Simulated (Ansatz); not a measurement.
Al₄Au⁺: single points at one geometry.

```yaml
crystal:
  periodic: [false, false, false]
  atoms:
    - {symbol: Au, position_ang: [-0.698692, 0.691150, -1.891222]}
    - {symbol: Al, position_ang: [1.423896, -0.231344, -0.695494]}
    - {symbol: Al, position_ang: [0.774399, -0.764027, 2.091481]}
    - {symbol: Al, position_ang: [-1.122617, -1.140374, -0.087077]}
    - {symbol: Al, position_ang: [-0.376986, 1.444595, 0.582321]}
basis:
  gaussian: {orbitals: def2-TZVP, initial_orbitals: start.molden}
total_charge: 1
hamiltonian: {xc: {name: BHLYP}, dispersion: d4}
scf: {omitted_lower_state_checks: [starts]}
output: {orbitals: {seedname: orbitals}}
```

The file start.molden holds the orbitals of an earlier run on this structure, at another level or in another basis.

```sh
$ ansatz run in.yaml --threads 4 --pin off --events-out ev --progress --plain --max-ram 4787MiB
```

It prints (some lines left out):

```
Functional definition: BHLYP
1648 factors; their error is unknown
mean field evaluation 1: about -30070.5674 eV, gradient 9.9e0 eV
mean field evaluation 2: about -30070.6878 eV, gradient 2.3e-1 eV
mean field evaluation 4: about -30070.8738 eV, gradient 1.6e-1 eV
mean field -30070.87379774 eV, -1105.0842292966 hartree, gradient 7.4e-5 eV, S^2 0.000000; 0 other end points of the search recorded, 0 dependent functions left out
reference -30070.87395427 eV, -1105.0842350491 hartree; 35, 35 occupied and 153, 153 virtual orbitals, 1648 factors
Total energy: -30071.38554800 eV, -1105.1030357719 hartree
Checks for a lower state left out: starts
```

Hardware: 4 threads of AMD EPYC 7B13 on a shared host. Wall time 3.2 s, peak host memory 0.62 GiB.

As the first input, with `hamiltonian: {xc: lda}` (abridged; 1.1 s):

```
Functional definition: SPW92
mean field -29957.26972815 eV, -1100.9093567429 hartree, gradient 1.7e-5 eV, S^2 0.000000
Total energy: -29957.26976390 eV, -1100.9093580564 hartree
Checks for a lower state left out: starts
```

First input, but with `gaussian: {orbitals: def2-SVP, initial_orbitals: start.molden}`, `hamiltonian: {xc: pbe0, dispersion: d4}` (abridged; 1.4 s):

```
Functional definition: PBE0
mean field -30053.18401499 eV, -1104.4341417709 hartree, gradient 2.3e-5 eV, S^2 0.000000
Total energy: -30053.40270754 eV, -1104.4421785740 hartree
Checks for a lower state left out: starts
```

Geometry: PBE-D4/def2-SVP.

In the def2 sets Au takes a core potential; there is no spin–orbit coupling. The restricted singlet is unstable towards broken spin symmetry in Hartree–Fock (as tested in another run); at BHLYP-D4/def2-TZVP, LDA (SPW92)/def2-TZVP, PBE0-D4/def2-SVP this wasn't settled. Another isomer (singlet) lies 0.55 eV lower at PBE0-D4/def2-TZVP; other spin states weren't run for this one.
